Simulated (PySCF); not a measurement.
Ge(Et)(OH)(NH2)2, C2H10GeN2O, SMILES [CH2](C)[Ge]([NH2])([NH2])[OH] at its GFN2-xTB optimised geometry (Å):

```
16

C     -0.6693     1.2614     1.3025
C     -0.9430     0.5258     0.0000
Ge    -0.2394    -1.3416     0.0000
N      1.5909    -1.3416     0.0000
N     -0.6646    -2.5022    -1.3580
O     -0.9147    -2.0855     1.4587
H      0.4008     1.3721     1.4623
H     -1.0843     0.7067     2.1401
H     -1.1193     2.2531     1.2820
H     -0.4946     1.0636    -0.8357
H     -2.0181     0.4834    -0.1773
H      2.0181    -0.9014     0.8023
H      2.0122    -2.2531    -0.1148
H     -0.1812    -2.3080    -2.2230
H     -1.6515    -2.5714    -1.5667
H     -0.9617    -3.0386     1.4368
```

Method: PySCF 2.14.0 with PBE0/def2-TZVP. Cells within 0.4 Å of a nucleus heavier than hydrogen are left out (blank, or x).

Map of the Laplacian of the electron density (e/bohr⁵), clipped to [-1.50, 1.50] on the plane z = 1.2 Å:

```
|555555555555555555555555555|
|555555555555555555555555555|
|555555555555555555555555555|
|555555555555555555555555555|
|555555555555555555555555555|
|555555555555555555555555555|
|555555555515555555555555555|
|555555555404665555555555555|
|555555555522555555555555555|
|55555555569xx32555555555555|
|55555555566x945555555555555|
|555555555655665555555555555|
|555555555566655555555555555|
|555555555555555555555555555|
|555555555555555555555555555|
|555555555555555555565555555|
|555555555566555555555555555|
|555555555677655555555555555|
|555555556734665555555555555|
|5555555566xx665555555555555|
|555555556725765555555555555|
|555555556656655555555555555|
|555555555645555555555555555|
|555555555555555555555555555|
|555555555555555555555555555|
|555555555555555555555555555|
|555555555555555555555555555|
```
Scale: ten equal steps from -1.50 (start of '0') to 1.20 (end of '9'), in the order '0123456789'; x runs from -4.50 to 4.50, y from -4.50 (bottom) to 4.50 (top).
